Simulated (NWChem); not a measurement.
# GeHOCl₃; SMILES [OH][Ge]([Cl])([Cl])[Cl]

```xyz
6

O      0.0006    -0.1931    -1.9621
Ge     0.0001    -0.0275    -0.2224
Cl     1.7238     1.0384     0.4469
Cl     0.0036    -1.9972     0.5592
Cl    -1.7278     1.0318     0.4467
H      0.0011     0.6544    -2.4246
```
Atoms are numbered in this order, from 1.

Results from NWChem. Pople sets run with spherical d functions. All runs use the structure optimised with PBE0/def2-SVP. GIAO values for the isolated, static molecule; σ is the absolute isotropic shielding, δ = σ(reference) − σ with the isolated reference molecule computed at the same levels (1H: tetramethylsilane, 17O: water).

| level | δ O1 (ppm) | σ Ge2 (ppm) | σ Cl3 (ppm) | σ Cl4 (ppm) | δ H6 (ppm) |
|---|---|---|---|---|---|
| LDA (Slater exchange, VWN5)/pcSseg-1 | 154.5 | 1097.5 | 653.9 | 697.1 | 3.13 |
| B3LYP/6-311G** | 135.7 | 1202.0 | 717.5 | 752.9 | 2.66 |
| BHandHLYP/pcSseg-1 | [?] | [?] | [?] | [?] | [?] |

Problem. What belongs in the gaps?

Solution. 
- BHandHLYP/pcSseg-1, δ O1 (ppm): 98.3
- BHandHLYP/pcSseg-1, σ Ge2 (ppm): 1273.1
- BHandHLYP/pcSseg-1, σ Cl3 (ppm): 795.7
- BHandHLYP/pcSseg-1, σ Cl4 (ppm): 823.9
- BHandHLYP/pcSseg-1, δ H6 (ppm): 2.44
